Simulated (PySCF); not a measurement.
**HfO(OH)2: from structure and modes to constants**

Method: PBE0/[Hf def2-SVP with ECP60, O def2-SVP, H def2-SVP], scalar-relativistic core potentials, density fitting, no spin–orbit coupling, PySCF.

The singlet minimum has Cs symmetry. Masses (u): Hf 179.94655, O 15.99492, H 1.00782.

```xyz
6
charge 0 multiplicity 1, angstrom
Hf    0.1303    0.0196    0.0000
O     0.0000   -1.7445    0.0000
O    -0.6616    0.7390    1.6427
O    -0.6616    0.7390   -1.6427
H    -1.1450    0.3876    2.3933
H    -1.1450    0.3876   -2.3933
```

Harmonic wavenumbers (cm⁻¹): 117.5 (a', ×1), 177.5 (a', ×1), 195.6 (a'', ×1), 378.9 (a', ×1), 405.4 (a'', ×1), 498.1 (a'', ×1), 525.1 (a', ×1), 668.4 (a'', ×1), 675.6 (a', ×1), 924.7 (a', ×1), 3969.0 (a'', ×1), 3971.8 (a', ×1).

**Question.** Find the principal moments of inertia and the rotational constants. What kind of rotor is it?

**Answer.** About the centre of mass I = 86.213, 112.58, 169.37 u Å². With B = 16.8576/I this gives 0.1955, 0.1497, 0.09953 cm⁻¹. The molecule is an asymmetric top with κ = 0.05.

**Question.** What is the harmonic zero-point energy?

**Answer.** Half the sum of all 12 wavenumbers, 12508/2 = 6254 cm⁻¹, which is 74.8 kJ/mol (1 cm⁻¹ = 0.0119627 kJ/mol).

**Question.** Find the vibrational entropy and heat capacity at 298.15 K.

**Answer.** With u = 1.43878 ω/T, each mode gives S = R[u/(eᵘ−1) − ln(1−e⁻ᵘ)] and C = R u² eᵘ/(eᵘ−1)².
```json
{"ω (cm⁻¹)": "117.5", "u": "0.567", "S (J/(mol K))": "13.15", "C (J/(mol K))": "8.10"}
{"ω (cm⁻¹)": "177.5", "u": "0.856", "S (J/(mol K))": "9.85", "C (J/(mol K))": "7.82"}
{"ω (cm⁻¹)": "195.6", "u": "0.944", "S (J/(mol K))": "9.10", "C (J/(mol K))": "7.72"}
{"ω (cm⁻¹)": "378.9", "u": "1.829", "S (J/(mol K))": "4.37", "C (J/(mol K))": "6.34"}
{"ω (cm⁻¹)": "405.4", "u": "1.956", "S (J/(mol K))": "3.95", "C (J/(mol K))": "6.10"}
{"ω (cm⁻¹)": "498.1", "u": "2.404", "S (J/(mol K))": "2.77", "C (J/(mol K))": "5.25"}
{"ω (cm⁻¹)": "525.1", "u": "2.534", "S (J/(mol K))": "2.50", "C (J/(mol K))": "5.00"}
{"ω (cm⁻¹)": "668.4", "u": "3.226", "S (J/(mol K))": "1.45", "C (J/(mol K))": "3.73"}
{"ω (cm⁻¹)": "675.6", "u": "3.260", "S (J/(mol K))": "1.41", "C (J/(mol K))": "3.67"}
{"ω (cm⁻¹)": "924.7", "u": "4.462", "S (J/(mol K))": "0.53", "C (J/(mol K))": "1.95"}
{"ω (cm⁻¹)": "3969.0", "u": "19.153", "S (J/(mol K))": "0.00", "C (J/(mol K))": "0.00"}
{"ω (cm⁻¹)": "3971.8", "u": "19.167", "S (J/(mol K))": "0.00", "C (J/(mol K))": "0.00"}
```
The sums over all modes are S = 49.1 and C = 55.7 J/(mol K); the softest mode gives 27 % of the entropy.

**Question.** Give the standard entropy (298.15 K, 1 bar) by its translational, rotational, vibrational and spin parts, and Cp.

**Answer.** Sackur–Tetrode with M = 229.95 u gives 176.7; rotation with symmetry number 1 gives 108.0; vibration 49.1; spin R ln 1 = 0.0. The total is 333.8 J/(mol K), and Cp = 4 R + 55.7 = 88.9 J/(mol K).

Stability towards spin polarisation was not tested. Only a few start shapes were tried, so a lower isomer may exist. No spin–orbit coupling is included, which matters more the heavier the element.
